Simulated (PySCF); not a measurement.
# H$_{5}$BSi$_{2}$, SMILES `B[SiH]=[SiH2]` (charge 0, multiplicity 1)

Calculation: PySCF with PBE0-D3(BJ)/def2-TZVP.

The HOMO comes out as -6.33 eV and the dipole moment is 1.31 D. The HOMO–LUMO gap is 3.43 eV. The LUMO is -2.90 eV and the total energy is -606.4956 Ha. The cost is about 23 core-seconds (a rough figure).

```xyz
8

B      1.6932    -0.2437     0.6694
Si     0.2862     0.5172    -0.4267
Si    -1.7063    -0.0705     0.1552
H      2.8539    -0.0291     0.4905
H      1.3518    -0.9619     1.5617
H      0.4133     1.4303    -1.5879
H     -1.9090    -0.9760     1.3092
H     -2.9832     0.3338    -0.4803
```
